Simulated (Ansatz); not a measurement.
Consider the homolysis of the O–Si bond: `O[SiH2][SeH]` → `[OH]`• + `[SiH2][SeH]`•.

Computed with Ansatz on PBE0-D4/def2-TZVP structures; ΔE is electronic, products minus reactants. CCSD(T)/CBS adds triple-zeta CCSD(T) − MP2 to the extrapolated MP2 energy (def2 sets, frozen cores). This one scheme is used for every species. DFT in def2-TZVPP. HSE06 is defined as in plane-wave codes. No spin–orbit coupling; open shells (•) take unrestricted orbitals. For Se outer-core shells are correlated without core-valence functions, which leaves a few kJ/mol of doubt a bond. Scalar relativity is left out up to krypton. Each species was taken in one conformer, which may not be the lowest.

`O[SiH2][SeH]`:

Z-matrix (Å, degrees):
```
Si
Se 1 2.282
O 1 1.641 2 113.4
H 1 1.477 2 107.8 3 116.2
H 1 1.484 2 106.6 3 -123.6
H 2 1.468 1 92.5 3 97.5
H 3 0.959 1 117.7 2 -46.2
```

`[OH]`•:

```xyz
2

O    -0.128    0.255   -0.394
H     0.128   -0.255    0.394
```

`[SiH2][SeH]`•:

Z-matrix (Å, degrees):
```
Si
Se 1 2.272
H 1 1.492 2 111.1
H 1 1.489 2 104.9 3 119.1
H 2 1.469 1 93.1 3 51.6
```

| level | ΔE (kcal/mol) | difference from CCSD(T)/CBS |
| --- | --- | --- |
| B97M-V | 123.3 | -5.6 |
| PBE0-D4 | 121.9 | -7.0 |
| BLYP | 119.0 | -9.9 |
| r2SCAN | 121.3 | -7.6 |
| HSE06 | 121.2 | -7.7 |
| HF/def2-SVP | 90.4 | -38.5 |
| HF/def2-TZVPP | 94.3 | -34.6 |
| MP2/def2-TZVPP | 132.9 | 4.0 |
| CCSD(T)/def2-TZVPP | 124.8 | -4.1 |
| HF/def2-QZVPP | 94.6 | -34.3 |
| CCSD(T)/CBS | 128.9 | 0 |

Largest T1 diagnostic among the species: 0.014.

From r2SCAN to r2SCAN0 (25 % exact exchange), in def2-TZVPP and without D4, ΔE moves by −1.8 kcal/mol: exact exchange takes away binding that semilocal exchange gives to molecules. Leaving LDA and LC-ωPBE aside and taking each functional with its dispersion term where it has one, the values, not all of them listed here, spread over 9.2 kcal/mol, from revPBE-D4 to ωB97M-V. LDA lies +19.9 kcal/mol from PBE without D4, its usual overbinding. The D4 term adds +1.5 kcal/mol with B3LYP and +0.8 kcal/mol with PBE0; it sums over pairs of atoms, weighted by their polarisabilities, and B3LYP, whose exchange is more repulsive, gets the larger term.

B3LYP here is the variant with VWN-RPA as its local correlation; programs differ in this.
